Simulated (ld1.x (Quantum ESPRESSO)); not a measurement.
**beryllium, PAW: configuration errors across variants**

beryllium (Be), PAW, made with ld1.x (Quantum ESPRESSO) 7.5 (PBEsol, scalar-relativistic). Core none, reference 1s2 2s2 2p0. Waves: 1s (bound): rcut 0.65, rcutus 0.75 bohr; 2s (bound): rcut 0.65, rcutus 0.75 bohr; 2p (bound, empty): rcut 2.50, rcutus 2.95 bohr; 2p channel at 1.85 Ry: rcut 2.50, rcutus 2.95 bohr; 3d channel at 0.5 Ry: rcut 1.65, rcutus 2.15 bohr. Local part: all-electron potential smoothed inside 2.50 bohr (lloc = -1). Core correction: none. Augmentation charge: GAUSS, radius 0.50 bohr.

All-electron excitation energies from the reference (eV): (1) 1s2 2s1 2p0 9.458; (2) 1s2 2s0 2p0 27.184; (3) 1s2 2s1.5 2p0 3.721; (4) 1s2 2s0 2p2 7.212; (5) 1s2 2s0 2p1 13.364; (6) 1s2 2s1 2p1 3.594.

Tests that are not counted but printed errors over 1 eV. “base”: 1s1 2s2 2p0 (solver errors, printed error -50.1 eV). “wave 2p channel at 1.85 Ry: rcut 2.50, rcutus 2.95 bohr becomes 2p channel at -0.18 Ry: rcut 2.50, rcutus 2.95 bohr”: 1s1 2s2 2p0 (solver errors, printed error -145 eV). “wave 2p channel at 1.85 Ry: rcut 2.50, rcutus 2.95 bohr becomes 2p channel at -0.08 Ry: rcut 2.50, rcutus 2.95 bohr”: 1s1 2s2 2p0 (solver errors, printed error -157 eV). “wave 2p channel at 1.85 Ry: rcut 2.50, rcutus 2.95 bohr becomes 2p channel at 0.03 Ry: rcut 2.50, rcutus 2.95 bohr”: 1s1 2s2 2p0 (solver errors, printed error -81.7 eV). “wave 2p channel at 1.85 Ry: rcut 2.50, rcutus 2.95 bohr becomes 2p channel at 0.17 Ry: rcut 2.50, rcutus 2.95 bohr”: 1s1 2s2 2p0 (solver errors, printed error -55.5 eV).

A true bound ghost makes a file unfit for plane-wave use even where its test errors are small: the radial tests pick states by their node count and pass the ghost by.

Errors AE − PS in meV (a dash: test not solved or not reliable):

```tsv
change	(1)	(2)	(3)	(4)	(5)	(6)	bound ghosts
base	-0.9	-0.6	-0.2	+3.0	+1.9	+2.9	none
wave 2p channel at 1.85 Ry: rcut 2.50, rcutus 2.95 bohr becomes 2p channel at -0.18 Ry: rcut 2.50, rcutus 2.95 bohr	-0.9	-0.6	-0.2	-1.6	-11	+2.2	none
wave 2p channel at 1.85 Ry: rcut 2.50, rcutus 2.95 bohr becomes 2p channel at -0.08 Ry: rcut 2.50, rcutus 2.95 bohr	-0.9	-0.6	-0.2	-1.4	-10	+2.2	none
wave 2p channel at 1.85 Ry: rcut 2.50, rcutus 2.95 bohr becomes 2p channel at 0.03 Ry: rcut 2.50, rcutus 2.95 bohr	-0.9	-0.6	-0.2	-1.0	-9.8	+2.3	none
wave 2p channel at 1.85 Ry: rcut 2.50, rcutus 2.95 bohr becomes 2p channel at 0.17 Ry: rcut 2.50, rcutus 2.95 bohr	-0.9	-0.6	-0.2	+0.5	-9.1	+2.4	none
wave 2p channel at 1.85 Ry: rcut 2.50, rcutus 2.95 bohr becomes 2p channel at 0.33 Ry: rcut 2.50, rcutus 2.95 bohr	-0.9	-0.6	-0.2	+14	+11	+3.7	none
wave 2p channel at 1.85 Ry: rcut 2.50, rcutus 2.95 bohr becomes 2p channel at 1.54 Ry: rcut 2.50, rcutus 2.95 bohr	-0.9	-0.6	-0.2	+0.1	+0.2	+2.0	none
wave 2p channel at 1.85 Ry: rcut 2.50, rcutus 2.95 bohr becomes 2p channel at 2.3 Ry: rcut 2.50, rcutus 2.95 bohr	-0.9	-0.6	-0.2	+4.8	-4.5	+3.0	none
wave 2p channel at 1.85 Ry: rcut 2.50, rcutus 2.95 bohr becomes 2p channel at 3.8 Ry: rcut 2.50, rcutus 2.95 bohr	-0.9	-0.6	-0.2	+1.0	+3.7	+2.5	none
wave 2p channel at 1.85 Ry: rcut 2.50, rcutus 2.95 bohr becomes 2p channel at 6.99 Ry: rcut 2.50, rcutus 2.95 bohr	-0.9	-0.6	-0.2	–	–	–	p
```

(1) Give the same row for: wave 2p channel at 1.85 Ry: rcut 2.50, rcutus 2.95 bohr becomes 2p channel at 0.75 Ry: rcut 2.50, rcutus 2.95 bohr.

Answers

(1) -0.9, -0.6, -0.2, 0.0, -2.4, +2.1; bound ghosts: none. Not counted: 1s1 2s2 2p0 (solver errors, printed error -80.6 eV).
